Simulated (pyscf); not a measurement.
Structures and frequencies: ωB97X-D3(BJ)/def2-SVP in PySCF. MP2 and CC: frozen core, UHF for open shells. ΔMP2 is the change of the MP2 total energy from the triple- to the quadruple-zeta basis.

### Question
Estimate by transition-state theory (the high-pressure limit) the rate constant of `[PH][InH2]` [doublet] → `[PH2][InH]` [doublet] (doublet surface; H–In broken, H–P formed) at 298 K, with CCSD(T)/def2-TZVPP + ΔMP2(QZVPP) energies (ideal gas, 1 atm, RRHO with modes under 100 cm⁻¹ raised to 100, one conformer, R ln 2 for rigid chiral ones; no tunnelling).

### Answer
The electronic barrier is 23.8 kcal/mol and the thermal terms add -0.3, so ΔG‡ = 23.5 kcal/mol. With k_BT/h = 6.21e+12 s⁻¹ and RT = 0.592 kcal/mol, k = 3.7e-05 s⁻¹; so small a molecule is far into fall-off at 1 atm, where the true rate is lower. Wigner's tunnelling factor for 1512i cm⁻¹ would be 3.22, likely too low at so high a frequency. A shift of 1 kcal/mol in the barrier changes k by a factor 5.4. One saddle was located; it need not be the lowest between these sides. The CCSD(T) − MP2 part came from Ansatz, without density fitting, on the same reference. The frozen core leaves the outer d or s,p core shells of the metals and heavy elements correlated in the MP2 and CC values, and def2-TZVPP describes them poorly, which can shift differences by a few kcal/mol. Elements past Kr carry the def2 core potentials, without spin-orbit coupling.
